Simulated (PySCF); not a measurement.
Species: C8H9 (doublet state).
SMILES with atom numbers: `[CH3:1][C:2]#[C:3][C:4]12[CH2:5][C:6]([CH2:7]1)[CH2:8]2` (hydrogens: H9, H10, H11 on C1; H12, H13 on C5; H14, H15 on C7; H16, H17 on C8)

Geometry (GFN2-xTB, Å), atoms numbered from 1 in this order:
```
atom  x, y, z in Å
C1     3.3473   -0.0133   -0.3454
C2     1.9197   -0.0055   -0.1196
C3     0.7343    0.0001    0.0694
C4    -0.6776    0.0047    0.2946
C5    -1.6001    1.2401    0.1972
C6    -2.4331    0.0095    0.5745
C7    -1.3796   -0.4002    1.6102
C8    -1.7169   -0.8188   -0.4985
H9     3.7532    0.9870   -0.1966
H10    3.5607   -0.3346   -1.3646
H11    3.8301   -0.6989    0.3507
H12   -1.4692    2.0075    0.9538
H13   -1.7482    1.6621   -0.7920
H14   -1.2339    0.2555    2.4632
H15   -1.3300   -1.4487    1.8874
H16   -1.6903   -1.8959   -0.3652
H17   -1.8734   -0.5387   -1.5356
```

Computed with UKS B3LYP, pcH-1 on C H, non-relativistic, mean-field spin-orbit, GIAO in PySCF 2.14.0. Geometry: GFN2-xTB; no solvent, vibrations or thermal averaging. The geometry wasn't refined by DFT: couplings that depend on bond lengths, twists or pyramidal angles can differ widely from those at the functional's own minimum. Stability of the SCF solution: not tested.

Computed for the main isotopes (class means, splittings of 0.05 mT or more): g = 2.0026; H12 (×6) 1H -2.5 MHz (0.09 mT); H9/H10/H11 1H -1.7 MHz (0.06 mT); 28 first-order lines, 0.72 mT wide. Two of these splittings differ by less than 0.03 mT, so with lines wider than that fewer lines would be seen.

(1) What changes when 1H at H12 (×6) is replaced by 2H at all these sites?

(2) Give position and intensity of the satellites from 13C at C6.

(3) Give position and intensity of the satellites from 13C at C3.

(4) Where do the 13C satellites of C4 appear, and how strong are they?

Answers

(1) At a fixed geometry a is proportional to g_N: 0.85744/5.58569 = 0.1535, so a goes from -2.5 to -0.4 MHz (0.014 mT). The spin goes from 1/2 to 1, so the 1:6:15:20:15:6:1 septet becomes a 13-line multiplet. The spectrum then has 52 first-order lines over 0.35 mT, counting the new splitting although it is under 0.05 mT.

Lines closer than 0.012 mT are merged, which leaves 23.

```
    -0.18    1 #
    -0.16    6 #
    -0.15   21 #
    -0.13   50 ##
    -0.12   93 ###
    -0.11  144 #####
    -0.09  330 ############
    -0.06  510 ###################
    -0.04  470 ##################
    -0.03  492 ##################
    -0.01  799 ##############################
    +0.01  799 ##############################
    +0.03  531 ####################
    +0.05  431 ################
    +0.06  360 ##############
    +0.08  339 #############
    +0.09  159 ######
    +0.11  129 #####
    +0.12   90 ###
    +0.13   50 ##
    +0.15   21 #
    +0.16    6 #
    +0.18    1 #
```
Columns: offset from centre (mT), relative intensity.

(2) a = +338.7 MHz, or 12.08 mT in magnitude, and I = 1/2, so to first order each main line has two satellites, at ±6.04 mT. The isotope's abundance is about 1.07 %, shared among 2 lines, so each has 0.54 % of the main line's intensity. At 340 mT second-order shifts move them to lower field by up to 0.11 mT.

(3) a = +132.2 MHz, or 4.72 mT in magnitude, and I = 1/2, so to first order each main line has two satellites, at ±2.36 mT. The isotope's abundance is about 1.07 %, shared among 2 lines, so each has 0.54 % of the main line's intensity.

(4) a = +110.6 MHz, or 3.95 mT in magnitude, and I = 1/2, so to first order each main line has two satellites, at ±1.97 mT. The isotope's abundance is about 1.07 %, shared among 2 lines, so each has 0.54 % of the main line's intensity.
